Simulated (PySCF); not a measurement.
# How methods differ on the excitation energy of Be

Be [He] 2s2 (1S) → Be [He] 2s1 3s1 (3S), as a difference of total energies. Computed with PySCF 2.14 in aug-cc-pVQZ-DK, with scalar relativity by spin-free X2C-1e. Correlated levels: valence: 1s2 frozen. The calculations carry no spin-orbit coupling.

```
           method  excitation energy (eV)
              UHF                   5.323
              LDA                   6.062
              PBE                   6.012
             PBE0                   6.017
           r2SCAN                   5.954
              M06                   5.984
             BP86                   6.095
             BLYP                   6.152
            HSE06                   6.010
    MP2 (valence)                   6.074
SCS-MP2 (valence)                   6.270
```

Problem. How much does correlation contribute at MP2 (valence)?

Solution. 6.074 − (5.323) = 0.751 eV, measured against UHF.

Errors of the correlated levels include the incompleteness of this basis and the frozen core.

For comparison: 6.457 eV (measured; NIST levels).
